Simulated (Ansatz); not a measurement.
Basis-set extrapolation for C₁₀H₁₉N (`CCCCCCCCCC#N`) (PBE0-D4/def2-TZVP geometry, frozen core, the Gaussian-basis code of Ansatz). Multiplicity 1, RHF reference.

```
                      def2-TZVPP   def2-QZVPP
                 HF  -444.351517  -444.371422
    MP2 correlation    -1.913957    -2.032884
CCSD(T) correlation    -2.094220      not run
```

Energies in hartree. Use E(X) = E(∞) + A·exp(−7.88·√X) for Hartree–Fock and E(X) = E(∞) + B·X^(−2.97) for correlation, with X = 3 and 4, and add CCSD(T) minus MP2 of the smaller set to the MP2 limit.

Task: What is the CCSD(T) energy at the basis-set limit?

Result: HF limit: -444.371422 + (-0.019905) × 0.13774 = -444.37416. MP2 limit: -2.032884 + (-0.118927) × 0.74074 = -2.12098. Higher-order term: -2.094220 − (-1.913957) = -0.18026. Total: -446.67540 hartree, 6.25 eV below CCSD(T)/def2-TZVPP.
